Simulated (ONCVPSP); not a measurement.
**What one change does to a pseudopotential (ytterbium (Yb), ONCV)**

Yb, optimised norm-conserving Vanderbilt (ONCV), made with ONCVPSP 4.0.1 (PBE, non-relativistic). Core [Kr] 4d10 4f13, reference 5s2 5p6 5d1 6s1 6p1. Waves: 5s+6s: rc 1.80 bohr, ncon 4, nbas 8, qcut 6.7 1/bohr, 2 projectors; 5p+6p: rc 2.10 bohr, ncon 4, nbas 8, qcut 7.9 1/bohr, 2 projectors; 5d: rc 2.80 bohr, ncon 4, nbas 8, qcut 6.2 1/bohr, 2 projectors, debl 4 Ha. Local part: polynomial inside 1.15 bohr (lpopt 3, dvloc0 3 Ha). Core correction: polynomial model core, fcfact 0.6.

All-electron outer shells of the reference configuration (PBE, non-relativistic, ld1.x):

```tsv
shell	level (eV)	outermost node (bohr)	outermost maximum (bohr)
4d	-188.62	0.24	0.49
5s	-50.99	0.62	1.15
5p	-30.79	0.64	1.25
4f	-16.22	–	0.47
6s	-4.69	1.56	3.37
5d	-3.67	0.70	1.76
6p	-1.99	1.81	4.32
```

Change: p: ncon 3, nbas 7.

Cutoffs: the cutoffs (Ha) at which the residual kinetic energy of the hardest occupied pseudo-wave falls to 1 and 0.1 mHa per electron; they do not see the model core or the augmentation charge, which bear on the density cutoff. Errors are all-electron minus pseudo energies relative to the spin-unpolarised reference configuration.

Question: What does the change do?

Answer: The potential gets neither clearly harder nor softer (16 Ha and 19 Ha → 17 Ha and 21 Ha); the errors of the 3 common tests hardly move; neither file shows a bound ghost.

```tsv
quantity	base	changed
cutoff, loose	16 Ha	17 Ha
cutoff, tight	19 Ha	21 Ha
loose cutoff by channel	s 16 Ha, p 15 Ha, d 10 Ha	s 16 Ha, p 17 Ha, d 10 Ha
bound ghosts	none	none
GHOST(+) flags under 300 eV	s at 156.7 eV	s at 156.7 eV
tests counted as reliable (solved cleanly; for ONCVPSP, near-neutral configurations with less than one 5d electron left out)	3 of 4	3 of 4
error for 5s2 5p6 5d1 6s2 6p0, meV [ΔE -2.65 eV]	-0.4	-0.4
error for 5s2 5p6 5d1 6s1 6p0, meV [ΔE 3.92 eV]	-0.1	-0.1
error for 5s2 5p6 5d1 6s0 6p0, meV [ΔE 15.91 eV]	-4.0	-4.0
s: phases at 1.83 bohr within 0.05 rad from the reference energy up to (Ha; the scan ends near 5)	to the end of the scan	to the end of the scan
p: phases at 2.13 bohr within 0.05 rad from the reference energy up to (Ha; the scan ends near 5)	to the end of the scan	to the end of the scan
d: phases at 2.83 bohr within 0.05 rad from the reference energy up to (Ha; the scan ends near 5)	to the end of the scan	to the end of the scan
rms error of d²Exc/dni dnj with the model core, mHa	0.38	0.36
```

Base: Tests not counted: 5s2 5p6 5d0 6s2 6p0 (all-electron energy unsafe for a near-neutral lanthanide with less than one 5d electron, printed error -13 meV). Changed file: Tests not counted: 5s2 5p6 5d0 6s2 6p0 (all-electron energy unsafe for a near-neutral lanthanide with less than one 5d electron, printed error -13 meV).
